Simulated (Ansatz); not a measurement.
CH$_{5}$PSSi (`C[SiH]1PS1`), relaxed with RKS PBE-D4/def2-SVP in Ansatz 0.2.0 from a rough embedded geometry. The force threshold is 0.03 eV/Å; the program also tests the step.

The species carries charge 0 and has multiplicity 1.

Start:

```xyz
9

C     0.765   -0.922    0.057
Si    0.049    0.585    0.617
P    -1.103    1.692   -0.851
S    -2.027    0.597    0.561
H     0.709   -1.759    0.838
H     0.257   -1.395   -0.849
H     1.832   -0.861   -0.227
H     0.609    1.293    1.802
H    -1.090    0.769   -1.948
```

Question: By how much does the energy fall, and how many steps does the optimiser take? (Best estimate.)

Answer: Computed: 0.69 eV, in 6 steps, 1 of them rejected.

Question: Which bonds change most? (Best estimate.)

Answer: The calculation gave: P3–S4 from 2.011 to 2.231 Å; C1–Si2 from 1.760 to 1.877 Å; Si2–P3 from 2.169 to 2.246 Å; Si2–S4 from 2.077 to 2.134 Å.

Question: Give the relaxed structure. (Best estimate.)

Answer: The calculation gave: 
```xyz
9

C     0.805   -1.035    0.058
Si   -0.050    0.550    0.590
P    -1.113    1.860   -0.892
S    -2.183    0.596    0.603
H     0.851   -1.750    0.905
H     0.247   -1.508   -0.773
H     1.843   -0.828   -0.274
H     0.628    1.249    1.730
H    -1.027    0.865   -1.947
```
